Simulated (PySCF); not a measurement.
**Mn (manganese, neutral) across methods**

[Ar] 3d6 4s1, high-spin 6D determinant (an excited configuration). All numbers are calculated (PySCF 2.14, scalar relativity by spin-free X2C-1e, in aug-cc-pwCVTZ-DK (10s9p7d4f3g, 127 functions)).

```json
{"method": "PBE0", "E (hartree)": "-1158.279", "mean ε 3d α (eV)": "-6.154", "mean ε 4s α (eV)": "-5.151", "mean ε 3d β (eV)": "-2.743", "Σ⟨r²⟩ (bohr²)": "36.06", "⟨S²⟩": "8.756"}
{"method": "r2SCAN", "E (hartree)": "-1158.465", "mean ε 3d α (eV)": "-4.666", "mean ε 4s α (eV)": "-4.889", "mean ε 3d β (eV)": "-1.392", "Σ⟨r²⟩ (bohr²)": "36.17", "⟨S²⟩": "8.760"}
{"method": "wB97X-V", "E (hartree)": "-1158.342", "mean ε 3d α (eV)": "-8.438", "mean ε 4s α (eV)": "-6.754", "mean ε 3d β (eV)": "-5.260", "Σ⟨r²⟩ (bohr²)": "36.25", "⟨S²⟩": "8.758"}
{"method": "wB97M-V", "E (hartree)": "-1158.380", "mean ε 3d α (eV)": "-8.575", "mean ε 4s α (eV)": "-6.812", "mean ε 3d β (eV)": "-5.209", "Σ⟨r²⟩ (bohr²)": "36.31", "⟨S²⟩": "8.760"}
{"method": "PBE", "E (hartree)": "-1158.275", "mean ε 3d α (eV)": "-4.438", "mean ε 4s α (eV)": "-4.632", "mean ε 3d β (eV)": "-1.499", "Σ⟨r²⟩ (bohr²)": "36.65", "⟨S²⟩": "8.756"}
{"method": "LDA", "E (hartree)": "-1156.082", "mean ε 3d α (eV)": "-4.658", "mean ε 4s α (eV)": "-4.817", "mean ε 3d β (eV)": "-1.513", "Σ⟨r²⟩ (bohr²)": "36.43", "⟨S²⟩": "8.759"}
{"method": "UHF", "E (hartree)": "-1157.25932", "mean ε 3d α (eV)": "-11.327", "mean ε 4s α (eV)": "-6.291", "mean ε 3d β (eV)": "-5.993", "Σ⟨r²⟩ (bohr²)": "36.48", "⟨S²⟩": "8.762"}
{"method": "M06-L", "E (hartree)": "-1158.410", "mean ε 3d α (eV)": "-4.532", "mean ε 4s α (eV)": "-4.503", "mean ε 3d β (eV)": "-1.101", "Σ⟨r²⟩ (bohr²)": "36.00", "⟨S²⟩": "8.777"}
```
